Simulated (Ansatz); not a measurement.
A structure relaxed at PBE0-D4/def2-SVP in Ansatz, charge 0, singlet:

```xyz
9

Si    1.291   -1.150   -0.316
Si    0.272    1.718   -0.256
Si   -1.562   -0.567    0.572
O     1.335    0.485   -0.488
O     0.505    3.197   -0.477
O    -0.232   -1.467    0.219
O    -2.908   -1.056    1.064
O     2.402   -2.141   -0.588
O    -1.103    0.983    0.269
```

(1) Give its formula and point group.

(2) Summarise the bond lengths by kind (pairs closer than 1.2 times the sum of covalent radii, bridged metal pairs left out).

Results:

(1) Si₃O₆. Point group D3h (tolerance 0.1 Å).

(2) 9 × O–Si 1.51 to 1.64 Å.

Another isomer (singlet) lies 1.04 eV lower at PBE0-D4/def2-TZVP; other spin states weren't run for this one.
